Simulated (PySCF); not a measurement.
How methods differ on the ionisation energy of Pr

Pr [Xe] 4f3 6s2 [4f5/2^3, M_J = 9/2] → Pr⁺ [Xe] 4f3 6s1 [4f5/2^3 6s1/2^1, M_J = 4], as a difference of total energies. Computed with PySCF 2.14 in x2c-TZVPPall-2c, with the two-component X2C-1e Hamiltonian. Correlated levels: [Ar] 3d10 frozen; the 18 highest virtual spinors dropped. "Screened" scales the spin-orbit matrix elements by Boettger's factors to mimic the two-electron term; Breit and QED terms are absent.

```json
{"method": "GHF (spin-free)", "ionisation energy (eV)": "4.439"}
{"method": "GMP2 (spin-free)", "ionisation energy (eV)": "5.349"}
{"method": "GHF (screened spin-orbit)", "ionisation energy (eV)": "4.441"}
{"method": "GMP2 (screened spin-orbit)", "ionisation energy (eV)": "5.350"}
```

Task: How much does correlation contribute at GMP2 (screened spin-orbit)?

Result: 5.350 − (4.441) = 0.909 eV, measured against GHF (screened spin-orbit).

The spin-free rows relax to the high-spin LS determinant and lack the spin-orbit shift.

The labels give the starting determinants; with spin-orbit coupling the two ends relaxed to ⟨J²⟩ = 26.90, ⟨L²⟩ = 41.80, ⟨S²⟩ = 3.74 and ⟨J²⟩ = 23.17, ⟨L²⟩ = 41.81, ⟨S²⟩ = 5.96.

The determinant of Pr and of Pr⁺ mixes levels of different J (the jj label is only the starting occupation), so the difference between spin-free and spin-orbit rows is not the physical spin-orbit shift.

For comparison: 5.470 eV (semi-empirical (NIST evaluation); NIST Atomic Spectra Database, ionization energies).
